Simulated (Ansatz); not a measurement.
Frontier orbitals of `N[Si](F)(F)Br`.

Charge 0, multiplicity 1. Correlated methods include outer-core shells of Br, which these sets cover unevenly. Scalar relativity is left out up to krypton. The structure was optimised at the PBE0-D4/def2-TZVP level. It is one conformer, not always the lowest. Basis def2-TZVPP, Ansatz 0.2.0.

| functional | HOMO (eV) | LUMO (eV) | gap (eV) |
| --- | --- | --- | --- |
| LDA (SPW92) | -7.17 | -0.80 | 6.37 |
| PBE | -6.97 | -0.58 | 6.39 |
| B97M-V | -7.39 | -0.23 | 7.16 |
| PBE0 | -8.47 | 0.34 | 8.81 |
| B3LYP | -8.20 | -0.01 | 8.19 |
| r2SCAN0 | -8.72 | 0.73 | 9.45 |
| HSE06 (plane-wave form) | -8.07 | -0.04 | 8.03 |
| CAM-B3LYP | -9.90 | 1.18 | 11.08 |
| ωB97X-V | -10.94 | 2.33 | 13.27 |
| ωB97M-V | -10.81 | 1.90 | 12.71 |

Against PBE, PBE0 changes HOMO and LUMO by −1.51 and +0.92 eV, ωB97M-V by −3.85 and +2.48 eV. A gap of 6.38 eV thus becomes 12.71 eV for the same molecule, so an orbital gap means little without its functional. A positive LUMO is unbound and depends on the basis.

B3LYP here is the variant with VWN-RPA as its local correlation; programs differ in this.
